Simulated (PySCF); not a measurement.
Al(H)(OH)(SMe) (CH5AlOS), SMILES C[S][AlH][OH].

Geometry optimised at PBE0-D3(BJ)/def2-SVP. The values are those of a single conformer.

Method: TDA-LC-ωPBE/def2-SVPD (PySCF 2.14.0).

Vertical excitations. The molecule is in vacuum. State labels are in the subgroup Cs.

Computed excitation energies, oscillator strengths and character:
```tsv
state	symmetry	energy (eV)	λ (nm)	f	main pairs
S1	A"	5.99	207	0.007	HOMO→LUMO 38 %, HOMO→LUMO+2 27 %, HOMO→LUMO+8 12 %, HOMO→LUMO+3 8 %
S2	A'	6.44	193	0.087	HOMO→LUMO+1 83 %
S3	A"	6.63	187	0.047	HOMO→LUMO+3 28 %, HOMO→LUMO+2 28 %, HOMO→LUMO 17 %, HOMO−1→LUMO+1 8 %
S4	A"	6.93	179	0.024	HOMO−1→LUMO+1 75 %
S5	A'	7.38	168	0.042	HOMO−1→LUMO 40 %, HOMO−1→LUMO+2 28 %, HOMO−1→LUMO+8 9 %
S6	A"	7.90	157	0.007	HOMO−2→LUMO+1 66 %, HOMO−3→LUMO 10 %
S7	A'	7.91	157	0.226	HOMO−1→LUMO+3 33 %, HOMO−1→LUMO+2 26 %, HOMO−1→LUMO 21 %
S8	A"	8.00	155	0.012	HOMO→LUMO+4 54 %, HOMO→LUMO+11 11 %, HOMO→LUMO+2 10 %
S9	A"	8.04	154	0.029	HOMO→LUMO+3 28 %, HOMO→LUMO 15 %, HOMO−3→LUMO 15 %, HOMO→LUMO+4 12 %
S10	A'	8.13	152	0.023	HOMO−2→LUMO 57 %, HOMO−2→LUMO+2 9 %
T1	A"	5.44	228	0	HOMO→LUMO+2 31 %, HOMO→LUMO 26 %, HOMO→LUMO+8 17 %
T2	A'	5.47	227	0	HOMO→LUMO+1 85 %
T3	A"	6.11	203	0	HOMO→LUMO+3 33 %, HOMO→LUMO+2 18 %, HOMO→LUMO 17 %, HOMO−1→LUMO+1 10 %
T4	A"	6.35	195	0	HOMO−1→LUMO+1 57 %, HOMO−2→LUMO+1 20 %
```
Triplets are in the Tamm–Dancoff approximation.
